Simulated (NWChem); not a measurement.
# Lowest excitation of H$_{5}$NSi

```
Si
N 1 1.7387
H 2 1.0166 1 118.79
H 2 1.0166 3 109.82 1 141.46
H 1 1.4917 2 107.91 3 -51.35
H 1 1.4917 5 110.38 2 117.71
H 1 1.5017 5 107.01 6 116.10
```
Charge 0, spin multiplicity 1.

All runs are NWChem calculations. The geometry was optimised at B3LYP/def2-SVP, a minimum by its harmonic frequencies.

Basis set: aug-cc-pVDZ.

The correlated methods keep 6 core orbitals frozen. B3LYP has NWChem's definition, with VWN1-RPA local correlation. The structure started from a generated list of species. Coupled-cluster values serve here as a point of comparison, not as the truth.

Question: Order these methods by the lowest vertical singlet excitation energy they give, lowest first: TD-PBE, EOM-CCSD, CIS, TD-B3LYP.

Answer: TD-PBE (5.15 eV), TD-B3LYP (5.56 eV), EOM-CCSD (5.96 eV), CIS (6.96 eV)
